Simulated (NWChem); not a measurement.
Species: C3H2F2; SMILES C#CC(F)F

```xyz
7

C     -0.1418    -2.1639     0.0000
C      0.0610    -0.9728     0.0000
C      0.3653     0.4618     0.0000
F     -0.1579     1.0560    -1.0914
F     -0.1579     1.0560     1.0914
H     -0.3351    -3.2219     0.0000
H      1.4562     0.6373     0.0000
```
Atoms are numbered in this order, from 1.

Computed with NWChem. Pople sets run with spherical d functions. Geometry: optimised at PBE0/def2-SVP. Atomic charges in e: unrestrained fits to the electrostatic potential beside Mulliken populations; buried atoms are poorly determined by the fit.

For level Hartree-Fock/6-31G*:

- Mulliken C2: -0.03
- Mulliken C3: 0.79
- Mulliken F4: -0.42
- Mulliken F5: -0.42

Problem. What are these values for level B3LYP/def2-SVP?

Solution. The Mulliken C2 is 0.22 and the Mulliken C3 is 0.48. The Mulliken F4 comes out as -0.20 and the Mulliken F5 comes out as -0.20.
